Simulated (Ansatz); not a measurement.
Spectroscopic constants of IrC, multiplicity 2 (the spin of the measured ground state). No spin–orbit coupling.

D_e counts from the fitted minimum to each atom's lowest state at the same level, without counterpoise.

Codes used: Ansatz (a quantum-chemistry and plane-wave program). Values without a source in brackets are computed. In def2 rows elements past Kr take small-core potentials, without spin–orbit coupling.

Q: Estimate the bond energy D_e that PBE0/def2-TZVPP returns for this input.

A: 154.3 kcal/mol

Q: Estimate the bond energy D_e that CAM-B3LYP/def2-TZVPP returns for this input.

A: 146.7 kcal/mol

Q: Predict the bond energy D_e from wB97M-V/def2-TZVPP.

A: 149.5 kcal/mol
